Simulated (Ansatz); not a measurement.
Cost and result for the atomization energy of `C[CH2][Mg][O][SiH3]` (13 atoms, 12 bonds).

```xyz
13

C     1.195   -1.667   -1.930
C     1.159   -1.608   -0.401
Mg    0.043   -0.058    0.442
O    -0.919    1.280    1.167
Si   -1.788    2.487    1.782
H     1.798   -2.504   -2.299
H     1.619   -0.758   -2.367
H     0.196   -1.786   -2.361
H     0.769   -2.552   -0.002
H     2.180   -1.534   -0.008
H    -1.757    2.481    3.276
H    -3.220    2.401    1.368
H    -1.275    3.817    1.334
```

Charge 0, multiplicity 1. Correlated methods include outer-core shells of Mg, which these sets cover unevenly. Geometry: relaxed with PBE0-D4/def2-TZVP. It is one conformer, not always the lowest. Program: Ansatz. All runs use 4 threads of an AMD EPYC 9R14 on a shared host. Times are those of one run each, without the atoms' runs, and a repeat can differ threefold. Electronic energies, without spin–orbit coupling; frozen cores. CCSD(T)/CBS adds CCSD(T) − MP2 in def2-TZVPP to the MP2 limit, and its time is that of the two runs behind it. T1 = 0.010. With those shells the extrapolation isn't a true limit.

CCSD(T)/CBS is a level of theory with its own doubt, some kJ/mol a heavy atom from the limit and from the frozen cores, so smaller differences don't rank the functionals.

| level | functions | wall time | atomization (kJ/mol) | difference from CCSD(T)/CBS | per bond |
| --- | --- | --- | --- | --- | --- |
| BLYP-D4/def2-TZVPP | 279 | 1.8 s | 4492.9 | -63.6 | -5.3 |
| PBE-D4/def2-TZVPP (with forces) | 279 | 2 s | 4545.5 | -11.0 | -0.9 |
| PBE0-D4/def2-TZVPP | 279 | 2.5 s | 4497.3 | -59.2 | -4.9 |
| CAM-B3LYP-D4/def2-TZVPP | 279 | 2.9 s | 4547.0 | -9.5 | -0.8 |
| r2SCAN-D4/def2-TZVPP (with forces) | 279 | 3.3 s | 4540.8 | -15.7 | -1.3 |
| r2SCANh-D4/def2-TZVPP | 279 | 3.7 s | 4519.2 | -37.3 | -3.1 |
| B2PLYP/def2-TZVPP | 279 | 4.2 s | 4482.3 | -74.2 | -6.2 |
| ωB97X-V/def2-TZVPP | 279 | 6 s | 4540.6 | -15.9 | -1.3 |
| CCSD(T)/def2-SVP | 118 | 6.5 s | 4289.4 | -267.1 | -22.3 |
| ωB97M-V/def2-TZVPP (with forces) | 279 | 8.5 s | 4523.8 | -32.7 | -2.7 |
| MP2/def2-QZVPP | 544 | 17 s | 4554.7 | -1.8 | -0.2 |
| CCSD(T)/def2-TZVPP | 279 | 3.2 min | 4425.6 | -130.9 | -10.9 |
| CCSD(T)/CBS(def2) | – | 3.4 min | 4556.5 | 0.0 | 0.0 |

In def2-TZVPP, CCSD(T) changes the Hartree–Fock value by +1020.6 kJ/mol (the triples alone add +49.6 kJ/mol) and MP2 by +1070.8 kJ/mol; breaking electron pairs costs correlation energy, which Hartree–Fock lacks. The D4 term adds +32.7 kJ/mol with B3LYP and +17.2 kJ/mol with PBE0; it sums over pairs of atoms, weighted by their polarisabilities, and B3LYP, whose exchange is more repulsive, gets the larger term. Leaving LDA and LC-ωPBE aside and taking each functional with its dispersion term where it has one, the values, not all of them listed here, spread over 121.2 kJ/mol, from BHLYP-D4 to CAM-B3LYP-D4. LDA lies +537.5 kJ/mol from PBE without D4, its usual overbinding.

B3LYP here is the variant with VWN-RPA as its local correlation; programs differ in this.
